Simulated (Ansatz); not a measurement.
Ideal-gas functions of CH₆AlIn (`[AlH2][CH2][InH2]`) at 298.15 K and 1 bar, from an Ansatz frequency run at PBE0-D4/def2-TZVP.

Molar mass 159.86 g/mol, point group Cs (symmetry number 1), electronic degeneracy 1, moments of inertia 28.531, 318.476, 326.966 u Å². Harmonic wavenumbers (cm⁻¹, unscaled): 78, 108, 114, 341, 412, 436, 485, 591, 614, 677, 700, 783, 839, 898, 1354, 1806, 1809, 1909, 1912, 3052, 3130.

Use S(trans) = R[1.5 ln M + 2.5 ln T − 1.1517]; rotational temperatures θ = 24.2544 K / I; S(rot) = R[ln(√π/σ · √(T³/θAθBθC)) + 1.5]; for each mode x = 1.438777 ν̃/T, S = R[x/(eˣ − 1) − ln(1 − e⁻ˣ)] and H = RT x/(eˣ − 1); 1 cm⁻¹ = 0.0119627 kJ/mol; R = 8.31446 J/(mol·K).

Task: By hand: the entropy, in J/(mol·K).

Result: Translation 172.1. Rotation: θ = 0.8501, 0.0762, 0.0742 K, giving 110.5. Vibration, mode by mode: 16.49, 13.83, 13.39, 5.05, 3.85, 3.51, 2.92, 1.95, 1.78, 1.40, 1.28, 0.93, 0.74, 0.59, 0.09, 0.01, 0.01, 0.01, 0.01, 0.00, 0.00, in all 67.8. Electronic 0.0. Sum 350.4 J/(mol·K).

Task: By hand: H − E and G − E in kJ/mol, counted from the electronic energy.

Result: Zero-point energy ½ × 22048 × 0.0119627 = 131.9; thermal vibration 10.9; translation, rotation and pV give 4 RT = 9.9. H − E = 152.7 kJ/mol, and G − E = 152.7 − 298.15 × 350.4/1000 = 48.2 kJ/mol.

Vibration gives 19 % of the entropy, 43.7 J/(mol·K) of it from the modes under 150 cm⁻¹: soft modes count most, and the harmonic formula is weakest for them.
